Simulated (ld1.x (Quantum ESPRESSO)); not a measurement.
# How hard is this rhodium (Rh) RRKJ potential?

| Quantity | Value |
| --- | --- |
| Element | Rh (Z = 45) |
| Generator | ld1.x (Quantum ESPRESSO) 7.5 |
| Type | norm-conserving RRKJ (Kleinman–Bylander form) |
| Functional | PBE |
| Relativity | scalar-relativistic |
| Frozen core | [Ar] 3d10 |
| Valence charge | 17 |
| Reference configuration | 4s2 4p6 4d8 5s0 5p1 |
| Partial waves | 4s (bound): rc 1.70 bohr; 4d (bound): rc 1.75 bohr; 4f channel at 0.1 Ry: rc 1.50 bohr; 4p (bound): rc 1.25 bohr |
| Local potential | the p channel |
| Core correction | Bessel-smoothed model core inside 1.10 bohr |
| rho0 | 0.001 |

Occupied shells without a wave of their own: 5p. They enter only through the test configuration that unscreens the potential, and ld1.x also counts them in the model core charge.

The pseudo-atom Hamiltonian at the reference potential is diagonalised in spherical Bessel functions j_l(qr) that vanish at 20 bohr, with q² up to the cutoff. All-electron valence levels (Ry): 4s -6.1919, 5s -0.4021, 4d -0.5619, 4p -3.8357, 5p -0.1257.

How do the lowest levels (Ry) of each channel move with the cutoff, and are there ghosts?

```
cutoff (Ry)     s #1     s #2     d #1    f #1     p #1     p #2    p #3  Σ f·Δε (mRy)
          8  -3.8779  -0.2113  -0.0001  0.0819  -2.5028  -0.0766  0.0371       17170.8
         18  -4.9458  -0.2803  -0.2808  0.0819  -3.6925  -0.1188  0.0214        5608.7
         40  -6.1140  -0.3840  -0.5572  0.0819  -3.7912  -0.1254  0.0196         462.6
         60  -6.1911  -0.3960  -0.5619  0.0819  -3.8276  -0.1266  0.0193          50.9
        110  -6.1919  -0.3965  -0.5619  0.0819  -3.8348  -0.1269  0.0192           5.7
        180  -6.1919  -0.3965  -0.5619  0.0819  -3.8357  -0.1270  0.0192           0.2
        400  -6.1919  -0.3965  -0.5619  0.0819  -3.8357  -0.1270  0.0192           0.0
```

Result: no extra level below or beside the all-electron valence levels (s, d, f, p tested); 10 mRy is reached at 100 Ry and 1 mRy at 140 Ry.

ld1.x takes every shell without a wave as core, so the model core holds the 5p electrons as well and exchange and correlation see them twice. This cancels in the reference configuration, but the file is broken for other ones, and its errors say nothing about a proper core correction. 4 of 7 tests not solved or not reliable.
